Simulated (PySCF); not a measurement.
**F²⁺: excitation energy**

F²⁺ [He] 2s2 2p3 (4S) → F²⁺ [He] 2s2 2p2 3d1 (high-spin determinant), as a difference of total energies. Computed with PySCF 2.14 in aug-cc-pVDZ, with no relativity, point nucleus. Correlated levels: valence: 1s2 frozen. The calculations carry no spin-orbit coupling.

```
           method  excitation energy (eV)
              UHF                  55.835
              PBE                  54.220
           r2SCAN                  55.194
             BP86                  54.133
             TPSS                  54.415
          LC-wPBE                  54.812
             BLYP                  54.062
    MP2 (valence)                  60.403
SCS-MP2 (valence)                  61.198
```

Q: Estimate what PBE0 gives.

A: 54.717 eV, closest to LC-wPBE among the rows shown.

Q: Estimate what LDA gives.

A: 54.685 eV, closest to LC-wPBE among the rows shown.

A first-order spin-orbit estimate (lowest level to lowest level, LS coupling) adds -0.033 eV.

The promoted electron is Rydberg-like, and one or two diffuse shells describe it only roughly, which tends to raise the upper state.

The determinant of the upper state mixes LS terms, which raises its energy above the lowest term, most at the Hartree-Fock and MP2 levels.
